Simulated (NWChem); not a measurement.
System: C$_{3}$H$_{6}$Si; SMILES C(=C=C)[SiH3]

Program: NWChem. Coordinates come from a B3LYP/6-31G* (spherical d) optimisation.

For level PW6B95/def2-TZVP:

| Property | Value |
|---|---|
| highest occupied level (eV) | -7.62 |
| orbital gap (eV) | 7.43 |

Task: How do the values read with level B3LYP/def2-TZVP instead?

Result: 
- highest occupied level (eV): -7.32
- orbital gap (eV): 6.84
